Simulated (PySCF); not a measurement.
From a raw peak list to a structure

Formula C6H10O. The spectrum was simulated from the full spin Hamiltonian at 400 MHz with 1.2 Hz Lorentzian lines, from shifts rounded to 0.01 ppm and J to 0.1 Hz, couplings under 1 Hz left out.

Maxima in Hz from TMS (height), grouped by integral:
4H: 851.6 (63), 844.4 (100), 836.7 (77)
4H: 690.1 (16), 683.9 (34), 682.8 (33), 680.5 (30), 676.7 (53), 671.9 (33), 669.2 (44), 662.6 (21)
2H: 627.6 (17), 624.4 (15), 621.2 (26), 619.5 (25), 615.2 (37), 612.0 (17), 609.2 (14), 608.0 (14), 603.0 (7), 602.0 (6)

Level of theory: shieldings: GIAO mPW1PW91/pcSseg-1, spin–spin couplings from B3LYP/pcJ-1 (without the spin–dipole term), coordinates at the PBE0-D3(BJ)/def2-SVP level, in PySCF (no solvent, a single conformation, rapidly exchanging positions averaged, non-relativistic).

Referencing at the same level of theory: TMS for $^{1}$H.

(1) Analyse the multiplets.

(2) What is the compound?

## Answers

(1) $^{1}$H NMR (400 MHz, computed): δ 2.11 (m, 4H), 1.69 (m, 4H), 1.54 (m, 2H). These are first-order names from the parameters used; overlap and second-order distortion can hide them in the list.

(2) SMILES O=C1CCCCC1.

Numbering as in the mapped SMILES `[O:1]=[C:2]1[CH2:3][CH2:4][CH2:5][CH2:6][CH2:7]1`. Each H is labelled by its parent atom.

- δ 2.11: H(C3)/H(C7), hydrogen on an sp3 CH2 α to a carbonyl, coupled to H(C4)/H(C6) (9.3 Hz), H(C4)/H(C6) (5.8 Hz).
- δ 1.69: H(C4)/H(C6), hydrogen on an sp3 CH2 in a ring, coupled to H(C3)/H(C7) and H(C5) (9.1 Hz), H(C3)/H(C7) (5.8 Hz), H(C5) (3.9 Hz).
- δ 1.54: H(C5), hydrogen on an sp3 CH2 in a ring, coupled to H(C4)/H(C6) (9.0 Hz), H(C4)/H(C6) (3.9 Hz).

The data come from this structure; uniqueness wasn't tested.

Multiplet labels drop couplings under 1 Hz and merge nearly equal ones. Couplings among chemically equivalent protons are left out too, so labels in AA′BB′ or AA′XX′ sets are apparent multiplicities. Unscaled 3J(H,H) at this level run about 10 % above measured values.
